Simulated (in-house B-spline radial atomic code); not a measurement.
Sb. Computed with a B-spline radial atomic code. Model: non-relativistic spherical atom: semilocal Troullier-Martins pseudo-atom, one channel per l, against all electrons, high spin, G0W0 and RPA with empty states to l = 8, local potential for every l without a channel, a model core (radius 0 = none) keeps its share of the functional.

Without relativity these are model numbers for so heavy an element.

What the tables leave out is listed at the end.

The pseudopotential gives back the lowest level of each angular momentum of its own functional in the configuration it was made in; a second state of the same l is only approximately right. Exact exchange, RPA and GW see the smooth pseudo-orbitals and miss the exchange with the core, for which the functional's share stands in. The column with an uncorrelated core keeps all orbitals and exact exchange, and so separates missing core correlation from pseudisation. Only the three outermost levels and the lowest empty one were computed. RPA here is direct RPA, with no exchange kernel, and its energies carry an (l + 1/2)⁻⁴ tail. A hybrid on a potential with a model core restores only its own semilocal share of the core's exchange.

Command:
```bash
python run_psgw.py task.json out
```
Settings (lengths in bohr, energies in hartree):
```
Z                      51
electrons              51
configuration          [Kr] 4d10 5s2 5p3
generated_in           [Kr] 4d10 5s2 5p3
functional             pbe,pbe
core_shells            8
radius_factor          0.8
core_correction        True
```

Cost of the run: 46 s on 1 thread of Arm Neoverse N1, on a shared host.

Given: made with PBE; model core radius 0.657 bohr; local radius 0.86 bohr; mean-field start PBE.

Valence shells of the generating configuration: 4d, 5s, 5p.

Channel: s 1.58, p 1.911, d 0.674 (radii in bohr).

Computed: largest level miss in the spin-unpolarised generating configuration 0.003 eV; valence RPA correlation energy all-electron orbitals -0.84628 hartree; valence RPA correlation energy pseudo -1.2683 hartree; pseudo-atom RPA polarisability 39.804 bohr³.

```csv
level,occupied,mean-field all-electron (eV),mean-field pseudo minus all (eV),G0W0 all-electron (eV),G0W0 uncorrelated core minus all (eV),G0W0 pseudo minus all (eV),exchange self-energy all-electron (eV),exchange self-energy pseudo (eV)
5p up,1,-5.5335,-0.003,-8.9157,0.007,-0.236,-14.638,-14.012
5p down (empty),0,-3.6126,0.002,-1.359,0.018,-0.264,-4.1799,-3.557
```

Task: What is the all-electron RPA polarisability, core included?

Result: 39.804 bohr³.

Given: mean-field start PBE0.

Computed: valence RPA correlation energy all-electron orbitals -0.7989 hartree; all-electron RPA polarisability, core included 33.669 bohr³; pseudo-atom RPA polarisability 32.374 bohr³.

```csv
level,occupied,mean-field all-electron (eV),mean-field pseudo minus all (eV),G0W0 all-electron (eV),G0W0 uncorrelated core minus all (eV),G0W0 pseudo minus all (eV),exchange self-energy all-electron (eV),exchange self-energy pseudo (eV)
5p up,1,-6.5875,-0.108,-9.1906,0.008,-0.273,-14.681,-14.384
5s down,1,-11.48,0.052,-14.215,0.041,-0.289,-14.529,-13.017
5p down (empty),0,-2.7105,-0.06,-1.1007,0.018,-0.151,-3.8437,-3.4451
```

Task: What is the valence RPA correlation energy pseudo?

Result: -1.2105 hartree.

Among the listed levels the largest G0W0 shift of the pseudo-atom is -0.29 eV, for 5s down on the PBE0 start, while leaving the core uncorrelated moves that level by +0.04 eV. So pseudisation and the lost core exchange, not the missing core correlation, make the error. Not in the tables (levels of low weight, unsolved or above zero; the highest and the empty levels are kept at any weight): on PBE the G0W0 levels 5s down (pseudo minus all -0.35 eV, weights 0.72 and 0.76), 5s up (pseudo minus all -0.03 eV, weights 0.06 and 0.07); on PBE0 the G0W0 levels 5s up (pseudo minus all +2.19 eV, weights 0.17 and 0.08); no Hartree-Fock pseudo-atom is run with a model core.
